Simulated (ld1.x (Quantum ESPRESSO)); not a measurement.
# Logarithmic derivatives: Li, ultrasoft

```json
{
  "Element": "Li (Z = 3)",
  "Generator": "ld1.x (Quantum ESPRESSO) 7.5",
  "Type": "ultrasoft",
  "Functional": "PBEsol",
  "Relativity": "scalar-relativistic",
  "Frozen core": "[He]",
  "Valence charge": "1",
  "Reference configuration": "2s0.5 2p0 (charge +0.5)",
  "Partial waves": "2s (bound): rcut 2.65, rcutus 3.05 bohr; 2s channel at 3 Ry: rcut 2.65, rcutus 3.05 bohr; 2p (bound, empty): rcut 3.35, rcutus 4.55 bohr; 2p channel at 0.2 Ry: rcut 3.35, rcutus 4.55 bohr; 3d channel at -0.1 Ry: rc 4.90 bohr",
  "Local potential": "the d channel",
  "Core correction": "none",
  "Augmentation charge": "PSQ, inside the norm-conserving radii"
}
```

The phase is arctan(r·u′/u) with u = r·R(r), unwrapped; energies in Ry, scanned from -2 to 5 Ry. A pole is an energy at which the radial function vanishes at the test radius. The pseudo phase is shifted by a multiple of π to meet the all-electron one at the reference energy, and phase errors are pseudo minus all-electron; the curves can meet again beyond the range given. Levels narrower than the energy grid can be missing from the lists of poles.

Task: For each channel, where are the poles, and over which energies does the pseudopotential scatter like the atom?

Result:

```
channel  radius (bohr)  reference energy (Ry)  poles, all-electron      poles, pseudo  unbroken range about the reference energy with phases within 0.05 rad  phase error 1 Ry above the reference energy (rad)
      s           5.31                  -0.39    -0.26, 1.10, 3.27  -0.26, 1.06, 3.27                                                              below 0.2                                             -0.027
      p           5.31                  -0.24    -0.08, 1.06, 2.96  -0.09, 1.04, 3.08                                                              below 1.5                                             -0.007
      d           5.31                  -0.10     0.55, 2.16, 4.47   0.56, 2.26, 4.72                                                              below 1.1                                             +0.013
```

Phases in the d channel:

```json
{"E (Ry)": "-2.00", "all-electron": "1.435", "pseudo": "1.435"}
{"E (Ry)": "-1.52", "all-electron": "1.414", "pseudo": "1.414"}
{"E (Ry)": "-1.04", "all-electron": "1.379", "pseudo": "1.379"}
{"E (Ry)": "-0.56", "all-electron": "1.301", "pseudo": "1.301"}
{"E (Ry)": "-0.08", "all-electron": "0.883", "pseudo": "0.883"}
{"E (Ry)": "0.40", "all-electron": "-1.459", "pseudo": "-1.456"}
{"E (Ry)": "0.88", "all-electron": "-1.753", "pseudo": "-1.742"}
{"E (Ry)": "1.36", "all-electron": "-3.994", "pseudo": "-3.722"}
{"E (Ry)": "1.84", "all-electron": "-4.633", "pseudo": "-4.610"}
{"E (Ry)": "2.32", "all-electron": "-4.744", "pseudo": "-4.724"}
{"E (Ry)": "2.80", "all-electron": "-4.873", "pseudo": "-4.821"}
{"E (Ry)": "3.28", "all-electron": "-6.912", "pseudo": "-5.306"}
{"E (Ry)": "3.76", "all-electron": "-7.742", "pseudo": "-7.660"}
{"E (Ry)": "4.24", "all-electron": "-7.829", "pseudo": "-7.800"}
{"E (Ry)": "4.72", "all-electron": "-7.880", "pseudo": "-7.854"}
```
